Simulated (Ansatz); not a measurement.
This geometry of FH3O3Ti + H3P (12 atoms, charge 0, multiplicity 1) is a first-order saddle point.

Method: RKS PBE/def2-SVP (Ansatz).

```xyz
12
Properties=species:S:1:pos:R:3
Ti 0.340 0.203 -0.184
F 0.873 -0.720 1.687
O 1.644 -0.803 -0.900
H 1.941 -1.609 -0.436
O -0.046 1.402 -1.452
H -0.806 1.996 -1.584
O -1.266 -0.549 0.143
H -1.266 -1.264 0.810
P 1.188 2.129 1.628
H 1.881 2.364 0.389
H -0.088 2.569 1.128
H 1.066 0.407 1.837
```

(1) Which two structures does it join? (They come from a converged band through this point; their orientation in space is the band's.)

(2) How far does it lie above each of them?

Results:

(1) Bonds broken: Ti1–F2, P9–H12. Bonds formed: Ti1–P9, F2–H12. FH3O3Ti + H3P becomes FH + H5O3PTi.

Initial state:

```xyz
12
Properties=species:S:1:pos:R:3
Ti -0.078 -0.269 -0.071
F -0.225 -0.226 1.698
O 1.649 -0.460 -0.547
H 2.117 -1.286 -0.762
O -0.691 1.274 -0.779
H -1.615 1.480 -1.004
O -1.059 -1.659 -0.619
H -1.601 -2.343 -0.194
P 2.031 2.861 1.603
H 2.682 1.845 0.815
H 0.997 3.033 0.614
H 1.255 1.876 2.313
```

Final state:

```xyz
12
Properties=species:S:1:pos:R:3
Ti 0.109 0.395 -0.577
F 1.121 -1.105 1.932
O 1.527 -0.664 -0.854
H 1.764 -1.190 -0.056
O -0.430 1.252 -2.057
H -1.328 1.561 -2.276
O -1.169 -0.319 0.449
H -0.844 -0.889 1.181
P 1.138 1.799 1.231
H 2.124 2.601 0.570
H 0.177 2.826 1.503
H 1.271 -0.140 2.019
```

(2) 32.1 kcal/mol above the first and 5.6 kcal/mol above the second. This is the barrier of this one path; another mechanism may lie lower. The orbitals stay closed-shell, which can raise the energy where a bond breaks towards radicals; this wasn't checked here.

Run time: 6.7 min on 4 threads of Arm Neoverse V2 (shared host), peak memory 0.22 GiB.
